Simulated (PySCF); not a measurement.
## From computed data to an observable: oscillator strength and radiative lifetime

C4H2ClF, SMILES C#C/C=C(\F)Cl.

Coordinates come from a B3LYP-D3(BJ)/def2-SVP optimisation. The structure was generated by enumeration; whether it is a known compound was not checked.

PySCF with TDA-ωB97X/def2-SVPD puts the first singlet state with f over 0.02 at 5.81 eV (vertical), with the transition dipole (0.289, -1.670, 0.000) in atomic units.

Question: Find the oscillator strength, the wavelength and the radiative lifetime that this transition would have in vacuum if emission retraced absorption.

Answer: 
|μ|² = 2.8724 au, so |μ| = 4.31 D. ΔE = 5.81/27.211 = 0.2135 hartree. f = (2/3) ΔE |μ|² = 0.409 (the program prints 0.409).
λ = 1239.84/5.81 = 213 nm; ν = 46861 cm⁻¹.
Einstein's coefficient A = 0.6670 ν² f s⁻¹ (ν in cm⁻¹) = 6.0e8 s⁻¹, so τ = 1/A = 1.7 ns. This state is S2; the lower singlet has f = 0.000. The figure is the radiative limit of this one transition; relaxation, internal conversion, crossing to triplets and a medium change what is measured.
